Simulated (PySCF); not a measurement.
PySCF input file for C₃HBrCl₂, SMILES ClC(Cl)=C=CBr, PBE/pcSseg-1. Geometry optimised at TPSSh-D3(BJ)/def2-SVP. This is a generated structure with no PubChem entry under its InChIKey; it may be hypothetical.

```python
import numpy as np
from pyscf import gto, scf, dft
from pyscf.prop.nmr import rks as nmr

mol = gto.M(
    atom='''
    Cl   -2.40158255    0.14808374    1.46428435
    C    -1.51703228   -0.15451060   -0.00000000
    Cl   -2.40158255    0.14808374   -1.46428435
    C    -0.27883539   -0.58538493   -0.00000000
    C     0.96239815   -0.99001267   -0.00000000
    Br    2.43955287    0.21095950    0.00000000
    H     1.27027341   -2.03898043    0.00000000
    ''',
    basis='pcSseg-1',
    charge=0,
    spin=0,
    max_memory=1600,
    verbose=3,
)
mf = dft.RKS(mol, xc='pbe')
mf.grids.level = 3
mf.conv_tol = 1e-10
mf.max_cycle = 100
mf.kernel()
n = nmr.NMR(mf)
n.verbose = 2
n.max_cycle_cphf = 60
sigma = n.kernel()
print('atom   isotropic/ppm   span/ppm')
for i, s in enumerate(sigma):
    w = np.linalg.eigvalsh((s + s.T) / 2)
    print(f'{mol.atom_symbol(i):2s}{i + 1:3d} {w.mean():14.3f} {w[2] - w[0]:11.3f}')
```

Output:

```
converged SCF energy = -3608.19076398191
atom   isotropic/ppm   span/ppm
Cl  1        540.108     515.540
C   2         50.399      81.107
Cl  3        540.108     515.540
C   4        -34.470      21.604
C   5         72.735     125.592
Br  6       1841.720    1260.562
H   7         24.448      11.404
```

Self-consistency was reached.

Cost: about 30 core-seconds (a rough figure).
